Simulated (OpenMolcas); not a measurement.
# 5d6 along the 74-electron sequence

```yaml
Program: OpenMolcas
Method: CASSCF
Basis: ANO-RCC-VQZP
Scalar_Hamiltonian: DKH2, point nucleus
Spin-orbit_coupling: RASSI with atomic mean-field integrals over the reference wave functions, term energies averaged over their components
```

Active space for each ion: 6 electrons in 10 orbitals (5d 6d).

Computed levels in cm-1 above 5D4:

```
                               Level   Os2+   Pt4+   Au5+
                                 5D3   4451   7337   9153
                                 5D1   6972  10842  13131
                                 5D0   7402  11257  13406
                                 3H6  18251  23506  26231
                                 3H5  18396  23545  26197
                              3F2(1)  22564  29143  32530
                                 3G5  26871  36382  41616
                                 3G4  27655  36521  41169
                                 3D1  27814  36491  40902
weight of 5D in the lowest level (%)     89     83     80
```

Mixed levels, with the weight of the term that names them: Os2+ 3H5 (59 %), Os2+ 3G5 (59 %), Os2+ 3G4 (68 %), Os2+ 3D1 (55 %), Pt4+ 3H5 (54 %), Pt4+ 3F2(1) (72 %), Pt4+ 3G5 (54 %), Pt4+ 3G4 (63 %), Pt4+ 3D1 (68 %), Au5+ 3H5 (52 %), Au5+ 3F2(1) (68 %), Au5+ 3G5 (52 %), Au5+ 3G4 (59 %), Au5+ 3D1 (70 %).

The fine-structure level 5D0 changes by a factor of 1.81 from Os2+ to Au5+. Its fourth root runs 9.28, 10.30, 10.76, with steps per unit of Z of 0.51, 0.46; equal steps would mean a (Z - σ)^4 law with constant σ.

3H6 changes by a factor of 1.44 over the same range, with steps per unit of Z of +2630, +2720 cm-1.

Without dynamic correlation excited terms often stand tens of per cent too high (terms of higher spin than the ground term too low), and those without a measured partner can miss by more than the paired ones. Active for correlation alone: 6d; no level in the range computed is led by a configuration that fills it, so any true level of that kind is missing. Only configurations of the active space appear.

A number in round brackets counts repeated terms of one configuration in the order of the reference energies.
